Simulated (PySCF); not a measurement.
SMILES C(c1ccccc1)=O (C7H6O) at its GFN2-xTB optimised geometry (Å):

```
14

O     -0.8969    -2.8554    -0.0001
C     -1.3991    -1.7605     0.0001
C     -0.6675    -0.4885     0.0000
C     -1.3557     0.7242     0.0000
C     -0.6568     1.9161    -0.0001
C      0.7300     1.9073     0.0000
C      1.4220     0.7053     0.0000
C      0.7283    -0.4885     0.0000
H     -2.5018    -1.6393    -0.0002
H     -2.4365     0.7246    -0.0001
H     -1.1898     2.8554    -0.0001
H      1.2728     2.8411     0.0000
H      2.5018     0.7042     0.0000
H      1.2430    -1.4378     0.0000
```

Computed with PBE/def2-TZVP run with PySCF. Cells within 0.4 Å of a nucleus heavier than hydrogen are left out (blank, or x).

Map of the Laplacian of the electron density (e/bohr⁵), clipped to [-1.50, 1.50] on the plane z = 0.0 Å:

```
|77777777777777777777777777777|
|77777777777777777777777777777|
|77777777777777777777777777777|
|77777777777777777777777777777|
|77777777777777777777777777777|
|77777777777777777777777777777|
|77777777774078887007777777777|
|77777777777248885267777777777|
|777777777784xx56x778777777777|
|777777777887xx3xxx88777777777|
|77777777887337885278877777777|
|7777777766x2788872x6677777777|
|7777777003xx88888xxx207777777|
|7777777766x2788872x6677777777|
|77777777887337884268877777777|
|777777777888xx3xxx88777777777|
|777777777885xx56x878777777777|
|77777777887358885267777777777|
|7777777155x278887007777777777|
|777777703xxx88777777777777777|
|7777777777x299777777777777777|
|77777777898xx9877777777777777|
|77777777798xx7877777777777777|
|77777777789x09877777777777777|
|77777777778998777777777777777|
|77777777777777777777777777777|
|77777777777777777777777777777|
|77777777777777777777777777777|
|77777777777777777777777777777|
```
Scale: ten equal steps from -1.50 (start of '0') to 0.528 (end of '9'), in the order '0123456789'; x runs from -5.00 to 5.00, y from -5.00 (bottom) to 5.00 (top).
